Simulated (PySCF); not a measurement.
## `OC=C=CC(F)(F)F`, C$_{4}$H$_{3}$F$_{3}$O

Molfile (atoms numbered from 1):
```
C4H3F3O
     RDKit          3D

 11 10  0  0  0  0  0  0  0  0999 V2000
    2.7595    0.6374    0.1647 O   0  0  0  0  0  0  0  0  0  0  0  0
    1.8474   -0.3463    0.2789 C   0  0  0  0  0  0  0  0  0  0  0  0
    0.6151   -0.3479   -0.1785 C   0  0  0  0  0  0  0  0  0  0  0  0
   -0.6161   -0.3642   -0.6221 C   0  0  0  0  0  0  0  0  0  0  0  0
   -1.7878    0.1297    0.1763 C   0  0  0  0  0  0  0  0  0  0  0  0
   -2.6935   -0.8411    0.3379 F   0  0  0  0  0  0  0  0  0  0  0  0
   -1.4391    0.5692    1.3804 F   0  0  0  0  0  0  0  0  0  0  0  0
   -2.4030    1.1324   -0.4642 F   0  0  0  0  0  0  0  0  0  0  0  0
    2.3659    1.3840   -0.3037 H   0  0  0  0  0  0  0  0  0  0  0  0
    2.2356   -1.2141    0.8233 H   0  0  0  0  0  0  0  0  0  0  0  0
   -0.8804   -0.7394   -1.6196 H   0  0  0  0  0  0  0  0  0  0  0  0
  1  2  1  0
  2  3  2  0
  3  4  2  0
  4  5  1  0
  5  6  1  0
  5  7  1  0
  5  8  1  0
  1  9  1  0
  2 10  1  0
  4 11  1  0
M  END
```

Level of theory: PySCF, TDDFT CAM-B3LYP/aug-cc-pVDZ excited states, vertical, gas phase. Geometry: PBE0-D3(BJ)/def2-SVP.

Problem. Give the one- and two-photon strengths of the lowest singlets.

Solution. δ for parallel linear polarisation; σ at the peak of a Lorentzian of half width 0.1 eV, single beam; Ω is circular over linear.
| state | E (eV) | f | photon λ (nm) | δ (au) | σ (GM) | Ω | main |
| --- | --- | --- | --- | --- | --- | --- | --- |
| S1 | 4.41 | 0.000 | 562 | 0.32 | 0.00 | 1.48 | HOMO→LUMO 0.79, HOMO→LUMO+1 0.13 |
| S2 | 6.10 | 0.005 | 406 | 8.24 | 0.11 | 1.11 | HOMO→LUMO+1 0.52, HOMO→LUMO 0.17 |
| S3 | 6.68 | 0.028 | 371 | 53 | 0.86 | 1.31 | HOMO→LUMO+2 0.76, HOMO→LUMO+1 0.10 |
| S4 | 6.83 | 0.036 | 363 | 41.2 | 0.70 | 0.41 | HOMO→LUMO+4 0.29, HOMO→LUMO+3 0.27 |
| S5 | 7.02 | 0.016 | 353 | 4.07 | 0.07 | 1.50 | HOMO−1→LUMO+4 0.54, HOMO−1→LUMO+1 0.15 |
| S6 | 7.21 | 0.158 | 344 | 26.4 | 0.50 | 1.45 | HOMO→LUMO+3 0.46, HOMO−1→LUMO 0.19 |

Among these, the strongest one-photon state is S6, the strongest two-photon state S3, with a dipole change of 5.8 D (relaxed, norm of the difference vector).
